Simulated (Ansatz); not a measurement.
```yaml
crystal:
  periodic: [false, false, false]
  atoms:
    - {symbol: Li, position_ang: [1.594247, -0.008683, -1.090665]}
    - {symbol: Li, position_ang: [0.211470, -0.524051, 0.362822]}
    - {symbol: Li, position_ang: [-0.211148, 0.453954, -0.422707]}
    - {symbol: Li, position_ang: [-1.594577, 0.000551, 0.934341]}
    - {symbol: O, position_ang: [0.879836, -0.000764, -0.442460]}
    - {symbol: O, position_ang: [-0.879826, 0.004781, 0.516218]}
basis:
  gaussian: {orbitals: 6-31G}
hamiltonian: {xc: {name: LC-wPBE}}
```

```sh
$ ansatz run in.yaml --threads 4 --pin off --events-out ev --progress --plain --max-ram 3916MiB
```

It prints (some lines left out):

```
Functional definition: LC-wPBE
622 factors; their error is unknown
382 factors; integrals over basis functions are off by at most 3.8e-5 eV
mean field evaluation 1: about -4818.8155 eV, gradient 1.4e2 eV
mean field evaluation 2: about -4600.4923 eV, gradient 3.0e2 eV
mean field evaluation 4: about -4855.6341 eV, gradient 9.2e0 eV
mean field evaluation 8: about -4856.0101 eV, gradient 6.2e-1 eV
mean field evaluation 16: about -4856.0069 eV, gradient 3.9e-3 eV
a density is far from that of the atoms, so the factors are made again for it
753 factors; integrals over basis functions are off by at most 2.5e-5 eV
382 factors; integrals over basis functions are off by at most 1.2e-5 eV
mean field evaluation 32: about -4856.0067 eV, gradient 8.7e-5 eV
mean field -4856.00668582 eV, -178.4549541844 hartree, gradient 8.7e-5 eV, S^2 0.000000; 0 other end points of the search recorded, 0 dependent functions left out
reference -4856.00668583 eV, -178.4549541846 hartree; 14, 14 occupied and 40, 40 virtual orbitals, 753 factors
Total energy: -4856.00668583 eV, -178.4549541846 hartree
```

In this input the geometry is squeezed to about two thirds of its size. The run converged. The result belongs to that input, not to the species as meant.

LC-ωPBE has ω = 0.4 bohr⁻¹.
